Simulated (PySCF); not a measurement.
H4O2SeSi, SMILES [SiH3]O[Se]O. The structure is a stationary point at PBE-D3(BJ)/def2-SVP. The values are those of a single conformer.

Computed equilibrium geometry at PBE-D3(BJ)/def2-SVP (PySCF confirms it by a frequency run) as bond lengths and angles (one conformer of several):
Atoms: Se1 O2 H3 O4 Si5 H6 H7 H8. Bond lengths (Å): Se1–O2 1.816, Se1–O4 1.839, O2–H3 0.980, O4–Si5 1.705, Si5–H6 1.507, Si5–H7 1.500, Si5–H8 1.504. Angles (°): O2–Se1–O4 101.7, Se1–O2–H3 106.1, Se1–O4–Si5 115.2, O4–Si5–H6 110.5, O4–Si5–H7 105.7, O4–Si5–H8 111.5, H6–Si5–H7 109.8, H6–Si5–H8 108.9, H7–Si5–H8 110.4.
